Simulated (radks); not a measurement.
Values are calculated unless marked as measured or tabulated.
Spherical quantum dot in the effective-mass picture: electrons in a parabolic well V = omega^2 r^2 / 2 with omega = 0.082, with a point charge +1 (a donor) at the centre, all in effective atomic units (hartree* = m*/eps^2 hartree, bohr* = eps/m* bohr), one dielectric constant everywhere. Level of theory: non-relativistic Kohn-Sham, PBE, spin-polarised, spherical densities (a radial shooting solver with Libxc functionals). Levels are named by radial order and angular momentum (1s, 1p, 1d, 2s, ...), and open shells are averaged over m. Results are scaled to m* = 0.109 and eps = 8.5, for which hartree* = 41.05 meV and bohr* = 4.127 nm.

N = 28, configuration 1s2 1p6 1d10 2s2 1f(up 7, down 1). This is the lowest configuration that the search found (a dilute case). Occupied levels:

level    occupation  eigenvalue (meV)  <r> (nm)
1s down           1            98.061     11.58
1s up             1            98.151     11.09
2s up             1            99.786     47.20
2s down           1            100.02     42.18
1p up             3            100.03     48.95
1p down           3            100.25     44.20
1d up             5            100.69     51.79
1d down           5            101.07     48.75
1f up             7            101.54     54.07
1f down           1            102.04     52.18

Energy (meV): total 1598.57, kinetic 69.531, external 406.49, Hartree 1260.7, exchange-correlation -138.17.
